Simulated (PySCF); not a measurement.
**Working out the excitation energy of Bi**

Bi [Xe] 4f14 5d10 6s2 6p3 (4S) → Bi [Xe] 4f14 5d10 6s2 6p2 7s1 (4P). All numbers are calculated (PySCF 2.14, scalar relativity through the core potential, in aug-cc-pwCVDZ-PP with ECP60MDF). Frozen: 5s2 5p6 5d10. Energies in hartree (1 hartree = 27.21139 eV):

```tsv
part	Bi (lower)	Bi (upper)
UHF	-213.591532	-213.397368
CCSD correlation	-0.053720	-0.053951
(T)	-0.000834	-0.000955
```

What does Hartree-Fock give?

(-213.397368) − (-213.591532) = 0.194164 hartree = 5.283 eV.

What do CCSD and CCSD(T) give?

The CCSD correlation energies differ by -0.000231 hartree = -0.006 eV and the triples by -0.000121 hartree = -0.003 eV, so CCSD gives 5.277 eV and CCSD(T) 5.274 eV.

A double-zeta basis recovers only part of the correlation energy.
